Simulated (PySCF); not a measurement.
B(Cl)(GeH3)(OH) (BClGeH4O), SMILES [GeH3][B](Cl)O.

Geometry optimised at PBE-D3(BJ)/def2-SVP. The values are those of a single conformer.

Two levels are set side by side: TDA-PBE/def2-SVPD (PySCF) and TDA-CAM-B3LYP/def2-SVPD (PySCF). Vertical, same geometry. The lowest singlet is HOMO→LUMO 91 % with PBE and HOMO→LUMO 96 % with the other functional; states are paired by order. Differences are taken from unrounded values.

```json
[
 {"quantity": "lowest singlet excitation (eV)", "TDA-CAM-B3LYP": "6.05", "TDA-PBE": "5.49", "TDA-PBE minus TDA-CAM-B3LYP": "-0.56"},
 {"quantity": "lowest triplet excitation (TDA) (eV)", "TDA-CAM-B3LYP": "5.09", "TDA-PBE": "4.68", "TDA-PBE minus TDA-CAM-B3LYP": "-0.41"},
 {"quantity": "first bright state (f over 0.05) (eV)", "TDA-CAM-B3LYP": "7.46", "TDA-PBE": "6.49", "TDA-PBE minus TDA-CAM-B3LYP": "-0.96"},
 {"quantity": "its oscillator strength", "TDA-CAM-B3LYP": "0.14", "TDA-PBE": "0.17", "TDA-PBE minus TDA-CAM-B3LYP": "0.02"}
]
```

Functionals without exact exchange tend to place singlet excitations lower, as here. Differences between two approximate levels are no errors against the true value.

Rough cost on one machine, each run with all the roots and properties that it gave: TDA-CAM-B3LYP against TDA-PBE about 4 times.
